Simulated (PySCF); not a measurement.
**First hyperpolarisability: `InChI=1S/C8H10Se/c1-4-5-6-7-8(2)9-3/h4H,1-3H3`**

Geometry:
| atom | x (Å) | y (Å) | z (Å) |
| --- | --- | --- | --- |
| C1 | 4.283 | -0.665 | 0.373 |
| C2 | 3.202 | -0.449 | -0.640 |
| C3 | 2.049 | 0.149 | -0.410 |
| C4 | 0.930 | 0.733 | -0.175 |
| C5 | -0.188 | 1.319 | 0.052 |
| C6 | -1.344 | 1.908 | 0.291 |
| C7 | -1.593 | 3.380 | 0.138 |
| Se8 | -2.869 | 0.918 | 0.875 |
| C9 | -2.081 | -0.848 | 0.914 |
| H10 | 4.483 | -1.741 | 0.506 |
| H11 | 5.228 | -0.206 | 0.038 |
| H12 | 4.013 | -0.237 | 1.348 |
| H13 | 3.394 | -0.825 | -1.656 |
| H14 | -1.909 | 3.823 | 1.097 |
| H15 | -0.683 | 3.892 | -0.201 |
| H16 | -2.395 | 3.565 | -0.594 |
| H17 | -1.241 | -0.872 | 1.620 |
| H18 | -2.870 | -1.535 | 1.246 |
| H19 | -1.736 | -1.131 | -0.090 |

Computed, not measured: quadratic response CAM-B3LYP/aug-cc-pVDZ first hyperpolarisability, Taylor convention, gas phase in PySCF 2.14.0. Geometry: PBE0-D3(BJ)/def2-SVP.

The calculation is non-relativistic, which matters for the atoms heavier than Zn.

Problem. Give β for the processes computed.

Solution. In au, Taylor convention; the vector part is βᵢ = ⅓ Σⱼ (βᵢⱼⱼ + βⱼᵢⱼ + βⱼⱼᵢ); β∥ is 3/5 of the vector part along the dipole, the dipole points from − to +:
```csv
process,λ (nm),β vector norm,β∥,β HRS,depolarisation ratio
"static β(0;0,0)",∞,152.4,33.6,125.9,1.93
"second harmonic β(−2ω;ω,ω)",1907,179.7,17.5,144.9,1.97
"Pockels β(−ω;ω,0)",1907,160.1,28.8,–,–
"second harmonic β(−2ω;ω,ω)",1064,305.6,-44.2,212.9,2.21
"Pockels β(−ω;ω,0)",1064,182.2,16.1,–,–
```

Problem. Which lowest excitations, dipole and polarisabilities go with it?

Solution. S1 3.19 eV (f = 0.000); S2 3.99 eV (f = 0.000); S3 4.33 eV (f = 0.133); dipole 1.18 D; isotropic α 163.7 au static, 165.0 au at 1907 nm, 167.8 au at 1064 nm, 168.9 au at 953.5 nm, 182.8 au at 532 nm.
